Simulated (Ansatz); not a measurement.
`[NH2][GeH3]` + `BS` → `B[S][GeH3]` + NH₃ at 400 K and 1 bar (ligand exchange at a Ge–N bond).

Computed with Ansatz on PBE0-D4/def2-TZVP structures; ΔE is electronic, products minus reactants. CCSD(T)/CBS adds triple-zeta CCSD(T) − MP2 to the extrapolated MP2 energy (def2 sets, frozen cores). This one scheme is used for every species. For Ge outer-core shells are correlated without core-valence functions, which leaves a few kJ/mol of doubt a bond. Scalar relativity is left out up to krypton.

```tsv
species	CCSD(T)/CBS energy (Eh)	H − E (kJ/mol)	S (J/(mol·K))
`[NH2][GeH3]`	-2133.81884	149.5	296.9
`BS`	-424.38198	95.9	260.4
`B[S][GeH3]`	-2501.70931	148.3	352.5
NH₃	-56.50880	104.2	203.1
```

H − E and S are ideal-gas, rigid-rotor, harmonic terms from PBE0-D4/def2-TZVP. 1 Eh = 2625.50 kJ/mol, R = 8.31446 J/(mol·K).

By hand: ΔE, ΔH, ΔS and ΔG.

ΔE = (-2501.70931) + (-56.50880) − (-2133.81884) − (-424.38198) = -0.01729 Eh = -45.4 kJ/mol. Δ(H − E) = 148.3 + 104.2 − 149.5 − 95.9 = 7.1, so ΔH = -38.3 kJ/mol. ΔS = 352.5 + 203.1 − 296.9 − 260.4 = -1.7 J/(mol·K). ΔG = -38.3 − 400 × (-1.7)/1000 = -37.6 kJ/mol.

By hand: the equilibrium constant, and the temperature at which ΔG would vanish if ΔH and ΔS stayed fixed.

log₁₀ K = −ΔG/(RT ln 10) = 4.9. ΔG = 0 at ΔH/ΔS = 22529 K, far beyond where these terms or the molecules hold.

The number of gas molecules stays the same, so ΔS is small and ΔH decides. A doubt of 5 kJ/mol in ΔE shifts log₁₀ K by 0.7 here. Modes under 60 cm⁻¹, often nearly free rotors, make the harmonic entropy too high. These are equilibria of isolated gas molecules and say nothing of rates. Largest T1 diagnostic: 0.015 (customary marks: 0.02 for closed shells, 0.045 for open ones).
